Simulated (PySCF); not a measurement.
Input for PySCF: R-BP86/LANL2DZ on InCl, a point of a bond scan (R = 1.953 Å).

```python
from pyscf import gto, scf, dft, mp
from pyscf.data.elements import chemcore

mol = gto.M(
    atom='''
    In   -0.00000000   -0.00000000   -0.62874031
    Cl    0.00000000    0.00000000    1.32405311
    ''',
    basis='lanl2dz',
    ecp={'Cl': 'lanl2dz', 'In': 'lanl2dz'},
    charge=0, spin=0, verbose=3, max_memory=1800)
mf = dft.RKS(mol, xc='b88,p86')
mf.conv_tol = 1e-8
mf.max_cycle = 100
mf.kernel()
if not mf.converged:
    mf = mf.newton().run(mf.mo_coeff, mf.mo_occ)
```

**Question.** Predict the final total energy.

**Answer.** -16.8581 hartree.
